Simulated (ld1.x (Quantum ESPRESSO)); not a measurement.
## Varying the TM potential for Zr

Base potential:

ld1.x (Quantum ESPRESSO) 7.5 input, shortened:

```
&input
   title='Zr', zed=40., rel=1, dft='PBE', iswitch=3,
   config='[Kr] 4d2 5s0.5 5p0'
 /
 &inputp
   pseudotype=2, tm=.true., lloc=0,
   nlcc=.true., new_core_ps=.true., rcore=1.65
 /
3
4P  2  1   6.00   0.00  2.30  2.30  0.0
4D  3  2   2.00   0.00  2.25  2.25  0.0
5S  1  0   0.50   0.00  3.00  3.00  0.0
 &test
   configts(1)='4p6 4d2 5s0.5 5p0'
 /
```

Cutoffs, loose and tight: the cutoffs (Ry, on a coarse ladder) from which the occupation-weighted sum of valence levels, in a spherical-Bessel basis at the reference potential, stays within 10 and 1 mRy of its value at 400 Ry. They do not see the model core or the augmentation charge, which bear on the density cutoff. Test errors are all-electron minus pseudo excitation energies from the reference, over the configurations 4p6 4d2 5s2 5p0; 4p6 4d2 5s1 5p0; 4p6 4d2 5s0 5p0; 4p5 4d2 5s2 5p0; 4p6 4d1 5s2 5p1; 4p6 4d3 5s0 5p0; 4p6 4d2 5s1.5 5p0. A dash means not determined; rows that change the core or the reference have their own tests.

| change | outcome | cutoff, loose | cutoff, tight | bound ghosts | largest test error (meV) |
| --- | --- | --- | --- | --- | --- |
| base | generated | 30 Ry | 40 Ry | none | -746 |
| core correction none | generated | 30 Ry | 40 Ry | none | -721 |
| core correction Bessel-smoothed model core inside 0.92 bohr | generated | 30 Ry | 40 Ry | none | -745 |
| core correction Bessel-smoothed model core inside 1.22 bohr | generated | 30 Ry | 40 Ry | none | -745 |
| core correction Bessel-smoothed model core inside 1.54 bohr | generated | 30 Ry | 40 Ry | none | -746 |
| core correction Bessel-smoothed model core inside 1.82 bohr | generated | 30 Ry | 40 Ry | none | -746 |
| core correction Bessel-smoothed model core inside 2.06 bohr | generated | 30 Ry | 40 Ry | none | -746 |
| core correction Bessel-smoothed model core inside 2.46 bohr | generated | 30 Ry | 40 Ry | none | -743 |
| core correction Bessel-smoothed model core inside 2.60 bohr | generated | 30 Ry | 40 Ry | none | -741 |
